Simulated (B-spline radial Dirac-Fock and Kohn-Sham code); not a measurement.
**Photoemission from Cd²⁺ at 4000 eV, detector at θ = 30°, φ = 0°**

System: Cd²⁺, configuration 1s2 2s2 2p6 3s2 3p6 3d10 4s2 4p6 4d10. These are calculated numbers from a radial atomic solver; the model is Dirac-Hartree-Slater photoionisation with a Latter tail; cross sections with all multipoles, angular parameters from the dipole term and its interference with E2. Thresholds are orbital energies of the model. For linearly polarised light dσ/dΩ = σ/(4π) [1 + β P₂(cos θ) + (δ + γ cos²θ) sin θ cos φ], with θ from the polarisation vector and φ the angle between the beam and the projection of the electron momentum on the plane normal to the polarisation. The dipole factor is 1 + βP₂ and the non-dipole term is the rest of the bracket. Open shells are filled statistically over j.

```
subshell  threshold (eV)  σ (kb)     β      γ       δ  dipole factor  non-dipole term  dσ/dΩ (kb/sr)
   2p1/2          3750.5    59.7  1.15  -0.33  -0.006          1.721           -0.128           7.57
   2p3/2          3554.7     110  1.29  -0.27   0.009          1.806           -0.098           14.9
      3s           774.9    7.48  1.99  -0.10   0.000          2.246           -0.036           1.31
   3p1/2           667.4    7.75  1.53   0.43   0.015          1.959           +0.169           1.31
   3p3/2           632.0    14.3  1.58   0.47   0.018          1.990           +0.184           2.47
   3d3/2           439.4    4.85  1.06   0.93   0.137          1.661           +0.416          0.803
   3d5/2           432.1    6.86  1.02   0.92   0.144          1.635           +0.416           1.12
      4s           133.0    1.51  1.99  -0.07   0.000          2.246           -0.025          0.268
   4p1/2           97.83    1.31  1.53   0.50   0.014          1.958           +0.196          0.224
   4p3/2           91.73    2.38  1.58   0.54   0.017          1.988           +0.209          0.417
   4d3/2           37.11   0.541  1.04   0.95   0.132          1.649           +0.420         0.0890
   4d5/2           36.32   0.757  0.99   0.93   0.139          1.621           +0.419          0.123
```
